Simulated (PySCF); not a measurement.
## Ionisation energy of Al⁺ by level of theory

Al⁺ [Ne] 3s2 (1S) → Al²⁺ [Ne] 3s1 (2S), as a difference of total energies. Computed with PySCF 2.14 in cc-pV(D+d)Z, with no relativity, point nucleus. Correlated levels: valence: [Ne] frozen. The calculations carry no spin-orbit coupling.

```tsv
method	ionisation energy (eV)	error (eV)
UHF	17.544	-1.285
PBE0	18.691	-0.138
LDA	18.916	+0.087
MP2 (valence)	18.233	-0.596
SCS-MP2 (valence)	18.371	-0.458
CCSD (valence)	18.596	-0.233
```

Reference: 18.829 eV (measured; NIST Atomic Spectra Database, ionization energies).

Errors of the correlated levels include the incompleteness of this basis and the frozen core.

With two correlated electrons CCSD is exact in that space.
